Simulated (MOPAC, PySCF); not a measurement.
H4B2O, SMILES `BBO`, neutral singlet in the gas phase. 

Cartesian coordinates (Å):
```xyz
7

B      1.0548     0.1244    -0.1059
B     -0.4935    -0.2561     0.3907
O     -1.6882     0.0118    -0.1942
H      1.6117     1.1231     0.2577
H      1.7166    -0.6327    -0.7606
H     -0.5780    -0.8658     1.4333
H     -1.6233     0.4952    -1.0210
```
Charge 0, spin multiplicity 1.

All levels are single points at this geometry (PBE0-D3(BJ)/def2-TZVP); Pople sets use spherical d functions. Orbital energies aren't observables, and empty levels follow the basis.

PM7 in MOPAC gives HOMO (eV) = -9.96.

**Question.** Estimate the HOMO (eV) from each of these levels: PBE0-D3(BJ)/def2-TZVP in PySCF; B3LYP/3-21G in PySCF; B3LYP/6-31G* in PySCF; BP86/6-31G* in PySCF; M06-2X/6-31G* in PySCF; SVWN5/6-31G* in PySCF; HF/3-21G in PySCF; HF/6-31G* in PySCF; HF/STO-3G in PySCF; AM1 in MOPAC; PM3 in MOPAC; PM6 in MOPAC.

**Answer.** 
```csv
level,HOMO (eV)
PBE0-D3(BJ)/def2-TZVP in PySCF,-7.89
B3LYP/3-21G in PySCF,-7.46
B3LYP/6-31G* in PySCF,-7.42
BP86/6-31G* in PySCF,-6.33
M06-2X/6-31G* in PySCF,-8.97
SVWN5/6-31G* in PySCF,-6.23
HF/3-21G in PySCF,-11.17
HF/6-31G* in PySCF,-11.15
HF/STO-3G in PySCF,-9.37
AM1 in MOPAC,-10.13
PM3 in MOPAC,-11.26
PM6 in MOPAC,-9.61
```
